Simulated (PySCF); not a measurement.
# One molecule, several mistakes: BClGeH5Si

These are calculations, not measurements. They come from PySCF 2.14.0, an open-source quantum chemistry program, on an isolated molecule that a program drew, which may never have been made. The molecule is BClGeH5Si (charge 0, doublet), drawn as the SMILES string `B[Si](Cl)[GeH3]`.

Each row is a Hartree-Fock (HF) and frozen-core CCSD(T) single point in the cc-pV(D+d)Z basis, meant for a local HF minimum. Run 1 is clean. Each other run has one planted mistake out of seven kinds, and not every kind appears here: one electron removed, one electron added, multiplicity raised by two, geometry at a saddle point, minimal basis STO-3G, one bond length entered in bohr, all coordinates scaled. The reference is restricted for singlets and unrestricted otherwise, and also for a bond in bohr. Adding or removing an electron swaps singlet and doublet. Electrons count all cores. HOMO and LUMO are orbital energies over both spins, the gradient is its largest component, and the lowest frequency (negative if imaginary) is given only where the gradient is small. Bond lengths are over the 8 bonds as drawn. T1 is the CCSD diagnostic: over 0.02 (restricted) or 0.045 (unrestricted) a single reference is doubtful. Germanium has the cc-pVDZ-PP basis, with a core potential (ECP10MDF) in place of its 10 inner electrons, and its 3s, 3p and 3d shells are frozen in CCSD(T).

Geometry of the clean run:
```xyz
9
BClGeH5Si, angstrom
B    -1.6614    0.3742   -1.1617
Si   -0.3501    1.7026   -1.6967
Cl   -0.6618    3.7074   -1.2519
Ge    1.7197    1.4206   -2.8668
H    -1.4369   -0.7696   -1.4410
H    -2.6568    0.6825   -0.5754
H     1.9012   -0.0677   -3.1700
H     1.6891    2.2167   -4.1720
H     2.8765    1.9190   -1.9996
```

```
run  electrons  basis functions  <S^2>  HOMO (eV)  LUMO (eV)  gradient (hartree/bohr)  lowest frequency (cm^-1)  mean bond (Å)  longest bond (Å)      T1  HF (hartree)  CCSD(T) (hartree)                          mistake
  1         73              108  0.763      -8.28       0.28                  8.4e-06                        24         1.6744             2.394  0.0162   -1069.40700        -1069.88418                         no fault
  2         73              108  0.760      -8.27       0.41                  6.4e-02                         -         1.5639             2.236  0.0139   -1069.36748        -1069.84191           all coordinates scaled
  3         73              108  1.733      -8.58       0.48                  7.5e-03                         -         1.9407             4.525  0.0228   -1069.33195        -1069.78782  one bond length entered in bohr
  4         74              108  0.000      -1.43       7.32                  4.7e-02                         -         1.6744             2.394  0.0161   -1069.42654        -1069.94273               one electron added
  5         72              108  0.000     -16.25      -6.52                  6.2e-02                         -         1.6744             2.394  0.0173   -1069.13543        -1069.59928                                ?
```

**Which mistake was planted in run 5, and what did it cost?**

It counts 72 electrons, one fewer than the clean run, at the same geometry and basis. So the mistake is: one electron removed. Subtracting run 1 and multiplying by 627.51 kcal/mol a hartree, the energy moved by 170.4 kcal/mol in HF and 178.8 kcal/mol in CCSD(T).

